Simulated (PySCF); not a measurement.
F₄OW, charge -1, doublet, at a GFN2-xTB geometry (such geometries of metal compounds can be far from the true shape) (the multiplicity is a formal guess) (core potentials on W) (in this run its highest filled SCF level lies above zero, so its values depend strongly on the basis, on diffuse functions most of all); DF-TPSS/def2-SVPD in PySCF.

The PySCF input:
```python
from pyscf import gto, scf, dft

mol = gto.M(
    atom='''
W     0.06830354   -0.08411416    0.04394939
O     1.05674556   -1.30135662    0.67995486
F    -0.97134487   -0.69572284   -1.53092736
F     0.22087672    1.61990623    1.04804436
F     0.98756622    0.99128778   -1.34660359
F    -1.73803437   -0.06710439    0.86372059
''',
    basis='def2-svpd',
    ecp={'W': 'def2-svpd'},
    charge=-1,
    spin=1,
    verbose=4,
)

mf = dft.UKS(mol)
mf.xc = 'tpss'
mf = mf.density_fit(auxbasis='def2-universal-jkfit')
mf.kernel()
```

Output, abridged:

```
PySCF version 2.14.0

[INPUT] verbose = 4
[INPUT] num. atoms = 6
[INPUT] num. electrons = 59
[INPUT] charge = -1
[INPUT] spin (= nelec alpha-beta = 2S) = 1
[INPUT] symmetry False subgroup None
[INPUT] Mole.unit = angstrom
[INPUT] Symbol           X                Y                Z      unit          X                Y                Z       unit  Magmom
[INPUT]  1 W      0.068303540000  -0.084114160000   0.043949390000 AA    0.129074983938  -0.158952725598   0.083052310442 Bohr   0.0
[INPUT]  2 O      1.056745560000  -1.301356620000   0.679954860000 AA    1.996959691750  -2.459207602190   1.284928462467 Bohr   0.0
[INPUT]  3 F     -0.971344870000  -0.695722840000  -1.530927360000 AA   -1.835575776801  -1.314725626205  -2.893033427003 Bohr   0.0
[INPUT]  4 F      0.220876720000   1.619906230000   1.048044360000 AA    0.417396508092   3.061179122177   1.980516806795 Bohr   0.0
[INPUT]  5 F      0.987566220000   0.991287780000  -1.346603590000 AA    1.866229685672   1.873262414828  -2.544711983456 Bohr   0.0
[INPUT]  6 F     -1.738034370000  -0.067104390000   0.863720590000 AA   -3.284408954381  -0.126808918856   1.632195363248 Bohr   0.0

nuclear repulsion = 308.807581209701
number of shells = 58
number of NR pGTOs = 225
number of NR cGTOs = 150
basis = def2-svpd
ecp = {'W': 'def2-svpd'}

******** <class 'pyscf.df.df_jk.DFUKS'> ********
method = DFUKS
initial guess = minao
damping factor = 0
level_shift factor = 0
DIIS = <class 'pyscf.scf.diis.CDIIS'>
diis_start_cycle = 1
diis_space = 8
diis_damp = 0
SCF conv_tol = 1e-09
SCF conv_tol_grad = None
SCF max_cycles = 50
direct_scf = False
number electrons alpha = 30  beta = 29
XC library pyscf.dft.libxc version 7.1.2
    S. Lehtola, C. Steigemann, M. J. T. Oliveira, and M. A. L. Marques,  SoftwareX 7, 1–5 (2018)
XC functionals = tpss
    J. Tao, J. P. Perdew, V. N. Staroverov, and G. E. Scuseria,  Phys. Rev. Lett. 91, 146401 (2003)
    J. P. Perdew, J. Tao, V. N. Staroverov, and G. E. Scuseria,  J. Chem. Phys. 120, 6898 (2004)
    J. Tao, J. P. Perdew, V. N. Staroverov, and G. E. Scuseria,  Phys. Rev. Lett. 91, 146401 (2003)
    J. P. Perdew, J. Tao, V. N. Staroverov, and G. E. Scuseria,  J. Chem. Phys. 120, 6898 (2004)
radial grids:
    Treutler-Ahlrichs [JCP 102, 346 (1995); DOI:10.1063/1.469408] (M4) radial grids

becke partition: Becke, JCP 88, 2547 (1988); DOI:10.1063/1.454033
pruning grids: <function nwchem_prune>
grids dens level: 3
symmetrized grids: False
atomic radii adjust function: <function treutler_atomic_radii_adjust>
small_rho_cutoff = 0
Set gradient conv threshold to 3.16228e-05
tot grids = 95440
init E= -529.112991633373

cycle= 1 E= -541.234004883695  delta_E= -12.1  |g|= 1.18  |ddm|= 5.18
cycle= 2 E= -535.235838667762  delta_E=    6  |g|= 3.89  |ddm|= 3.31
cycle= 3 E= -541.541680546973  delta_E= -6.31  |g|= 0.704  |ddm|= 2.88
cycle= 4 E= -541.664614855898  delta_E= -0.123  |g|= 0.478  |ddm|= 0.774
cycle= 5 E= -541.739077851973  delta_E= -0.0745  |g|= 0.166  |ddm|= 0.378
cycle= 6 E= -541.750658714857  delta_E= -0.0116  |g|= 0.0525  |ddm|= 0.154
cycle= 7 E= -541.751749406441  delta_E= -0.00109  |g|= 0.0102  |ddm|= 0.0316
cycle= 8 E= -541.751788217764  delta_E= -3.88e-05  |g|= 0.00132  |ddm|= 0.00622
cycle= 9 E= -541.751788769906  delta_E= -5.52e-07  |g|= 0.000538  |ddm|= 0.00111
cycle= 10 E= -541.751788830644  delta_E= -6.07e-08  |g|= 0.000409  |ddm|= 0.00059
cycle= 11 E= -541.751788891724  delta_E= -6.11e-08  |g|= 3.98e-05  |ddm|= 0.000283
cycle= 12 E= -541.751788893016  delta_E= -1.29e-09  |g|= 3.46e-05  |ddm|= 8.45e-05
cycle= 13 E= -541.751788893279  delta_E= -2.63e-10  |g|= 2.78e-05  |ddm|= 4.13e-05
Extra cycle  E= -541.751788891785  delta_E= 1.49e-09  |g|= 7.06e-05  |ddm|= 6.55e-05
converged SCF energy = -541.751788891785  <S^2> = 0.75364419  2S+1 = 2.0036409
```
